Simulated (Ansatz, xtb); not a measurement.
**Two isomers of C2H3BF2O2**

Structure X is `O=C(O)CB(F)F`, a singlet and structure Y is `FB1OC[C@H](F)O1`, a singlet. Both are isolated molecules in the gas phase, relaxed with PBE0-D3(BJ)/def2-SVP; the shapes shown needn't be the lowest conformers.

X (Å):

```xyz
10

C    -0.4436    0.4567    0.3818
C     0.1166    0.6273   -0.9969
B    -0.9033    1.2739   -1.9991
F    -0.5605    1.4859   -3.2540
F    -2.1192    1.6303   -1.6401
O    -0.2492    1.1928    1.3106
O    -1.2350   -0.6228    0.4602
H    -1.5919   -0.6384    1.3618
H     0.4194   -0.3454   -1.4175
H     1.0111    1.2663   -0.9484
```

Y (Å):

```xyz
10

C    -0.6985    0.1505   -0.5316
C    -1.5964    1.2091   -1.1898
B    -1.4612   -0.5965   -2.4811
F    -1.6868   -1.3856   -3.5047
F    -2.7715    1.3171   -0.5094
O    -0.8082   -0.9913   -1.3594
O    -1.8510    0.7194   -2.4640
H    -1.0527   -0.0710    0.4855
H     0.3526    0.4774   -0.4844
H    -1.1567    2.2171   -1.2514
```

Q: Estimate E(Y) − E(X) at the level CCSD(T)/def2-SVP + ΔMP2/def2-TZVPP.

A: Too close to call at this level: CCSD(T)/def2-SVP + ΔMP2/def2-TZVPP gives E(Y) − E(X) = +0.76 kcal/mol.

The same difference at several levels:

```
                             level              geometry  E(Y) − E(X) (kcal/mol)  departure from the last row (kcal/mol)  job, with rough time for the two
                          GFN2-xTB              GFN2-xTB                    −19.20                                  −19.95              optimisation, 0.26 s
                         HF/STO-3G              GFN2-xTB                    −47.94                                  −48.70              single point, 0.72 s
                r2SCAN-D4/def2-SVP              GFN2-xTB                     +0.78                                   +0.02               single point, 3.8 s
              PBE0-D3(BJ)/def2-SVP  PBE0-D3(BJ)/def2-SVP                     −0.63                                   −1.39             optimisation, 1.8 min
                       HF/def2-SVP  PBE0-D3(BJ)/def2-SVP                     −0.22                                   −0.97           part of the CCSD(T) run
                      MP2/def2-SVP  PBE0-D3(BJ)/def2-SVP                     +3.89                                   +3.13           part of the CCSD(T) run
                  CCSD(T)/def2-SVP  PBE0-D3(BJ)/def2-SVP                     +1.83                                   +1.08                      single point
CCSD(T)/def2-SVP + ΔMP2/def2-TZVPP  PBE0-D3(BJ)/def2-SVP                     +0.76                                                        single point, 85 s
```

As drawn, Y has 2 B–O, 1 C–O, 1 C–F, 1 C–H in place of 1 C=O, 1 C–B, 1 B–F, 1 O–H. Structure X has no ring, Y a 5-membered ring.

The largest departure from CCSD(T)/def2-SVP + ΔMP2/def2-TZVPP is that of HF/STO-3G, 48.70 kcal/mol. The last row adds to CCSD(T) the change of the MP2 difference between the two basis sets, here −1.08 kcal/mol.

With thermal terms from frequencies at re-optimised GFN2-xTB minima (ideal gas, soft modes damped towards free rotors, one conformer each, 298.15 K, 1 atm): the zero-point term adds +1.75 kcal/mol; ΔH is +1.53 and ΔG +4.00 kcal/mol.

The correlated steps freeze 7 core orbitals. Mirror images aren't counted in ΔG. Run with Ansatz 0.2.0, xtb 6.7.1; the last row on 2 threads of Intel(R) Xeon(R) Processor @ 2.70GHz on a shared host.
